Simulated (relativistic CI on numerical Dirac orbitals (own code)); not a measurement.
Method of calculation: Dirac-Coulomb-Breit CI, KLI orbitals optimised for each configuration, QED by a radiative potential, unscaled Slater integrals (own radial code, finite nucleus).

The strongest absorption lines from the ground level of an ion, among the configurations computed and to levels below about 1660 eV (vacuum wavelength in Å, gf): 7.5301 (0.051), 7.5496 (0.029), 8.6774 (0.11), 8.7230 (0.063), 12.138 (0.37), 12.318 (0.22), 108.36 (0.41), 160.00 (0.13).

(1) Which ion is it?
A. Rh³²⁺
B. Y²⁸⁺
C. Rh³⁴⁺
D. Mo³¹⁺

Answers

(1) C. Rh³⁴⁺ has 11 electrons and the ground level 3s ²S1/2; the strongest line goes to 3p ²P°3/2. The pattern of lines fixes the number of electrons, and along that sequence the line energies rise steadily with the charge (about as its square where n changes within one kind of shell, about linearly where n is kept but much faster in heavy ions where fine structure, which grows about as Z⁴, sets the gap, and irregularly where shells cross), which fixes Z. Configurations outside the model, such as inner-shell arrays, can give stronger lines. At this charge energies of transitions that change n are usually good to better than 1 %, and those within a shell (Δn = 0) to a few per cent.
